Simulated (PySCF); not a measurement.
An equivalent PySCF input for O(2+) (oxygen, charge +2), [He] 2s2 2p2, high-spin 3P determinant, with no relativity, point nucleus:

```python
from pyscf import gto, scf, dft, mp, cc
import basis_set_exchange as bse
mol = gto.M(atom="O 0 0 0", charge=2, spin=2, symmetry="D2h",
            basis=gto.basis.parse(bse.get_basis("6-31G*", elements=["O"], fmt="nwchem", header=False)))
mf = dft.UKS(mol, xc="M06L")
mf.irrep_nelec = {'Ag': (2, 2), 'B1u': (1, 0), 'B2u': (1, 0)}
mf.kernel()
```

It reaches the same state as the run whose output follows, with an energy that differs only through the grid. The run itself started from symmetry-adapted Hartree-Fock orbitals and held the occupation by maximum overlap, on a logarithmic radial grid, so the iterations belong to that start.

```
SCF conv_tol = 1e-09
number electrons alpha = 4  beta = 2
XC functionals = M06L
    Y. Zhao and D. G. Truhlar.,  J. Chem. Phys. 125, 194101 (2006)
    Y. Zhao and D. G. Truhlar.,  J. Chem. Phys. 125, 194101 (2006)
    Y. Zhao and D. G. Truhlar.,  Theor. Chem. Acc. 120, 215 (2008)
cycle= 1 E= -73.2390058948273  delta_E= -0.00169  |g|= 0.00476  |ddm|= 0.0376
cycle= 2 E= -73.2390147272147  delta_E= -8.83e-06  |g|= 0.000405  |ddm|= 0.00295
cycle= 3 E= -73.2390147902858  delta_E= -6.31e-08  |g|= 3.05e-05  |ddm|= 0.000264
cycle= 4 E= -73.2390147906596  delta_E= -3.74e-10  |g|= 4.44e-07  |ddm|= 2.57e-05
converged SCF energy = -73.2390147906596  <S^2> = 2.002761  2S+1 = 3.0018401
```
